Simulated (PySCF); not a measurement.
# Arsenic: a sound run and one with changed settings

Sound run: As(2+) [Ar] 3d10 4s2 4p1, As(3+) [Ar] 3d10 4s2. Calculation: PySCF 2.14, in cc-pVTZ-DK; the spin-free X2C one-electron Hamiltonian (Gaussian nucleus). In the sound run the correlated levels freeze [Ar] 3d10. The sound run starts from symmetry-adapted Hartree-Fock orbitals and uses a fine grid where one is needed.

Changed run: a valence shell is frozen. This setting is unsound on purpose.

Ionisation energy of As(2+):

```
 method  sound run (eV)  changed run (eV)
    UHF          27.487            27.487
    MP2          27.744            27.487
SCS-MP2          27.733            27.487
   CCSD          27.824            27.487
CCSD(T)          27.843            27.487
  CCSDT             n/a            27.487
    FCI             n/a            27.487
```

Freezing a valence shell removes pair correlation that changes on ionisation.

For comparison, NIST gives 28.349 ± 0.012 eV between the lowest levels.
